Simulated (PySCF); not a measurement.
**A search over the determinants of BeP⁻**

Unrestricted PBE0; Be aug-cc-pVDZ, P aug-cc-pV(D+d)Z; no relativity (PySCF 2.14). Outer shells of the fragments: Be 2s2; P− 3s2 3p4.

Followed along the bond (rough minima from three points):

```
2Ms+1  unpaired  ⟨S²⟩ at the start  R at minimum (Å)  Te (eV)
    3  σ ↑, π ↑               2.01              1.97     0.00
    1  σ ↑, π ↓               1.02              1.97     0.05
    1      none               0.00              1.87     0.43
```

Solutions found at the starting distance of 2.125 Å, counted from the lowest of them; the search is not exhaustive and high or unbound solutions are not listed, so other states can lie among these:

```json
{"2Ms+1": "3", "unpaired": "σ ↑, π ↑", "term": "³Π", "E (eV)": "0.00", "⟨S²⟩": "2.01", "⟨Lz²⟩": "1.02", "μ (D)": "1.39"}
{"2Ms+1": "1", "unpaired": "σ ↑, π ↓", "term": "mixed", "E (eV)": "0.06", "⟨S²⟩": "1.02", "⟨Lz²⟩": "1.01", "μ (D)": "1.38"}
{"2Ms+1": "1", "unpaired": "none", "term": "¹Σ⁺", "E (eV)": "0.71", "⟨S²⟩": "0.00", "⟨Lz²⟩": "0.00", "μ (D)": "-1.23"}
{"2Ms+1": "3", "unpaired": "σ ↑↑", "term": "³Σ⁺", "E (eV)": "1.65", "⟨S²⟩": "2.05", "⟨Lz²⟩": "0.00", "μ (D)": "1.20"}
```

A term symbol is given only where ⟨S²⟩ and ⟨Lz²⟩ are close to those of a pure state; real π, δ and φ orbitals otherwise mix terms. A positive dipole points towards P; it is taken about the centre of mass and depends on that origin.
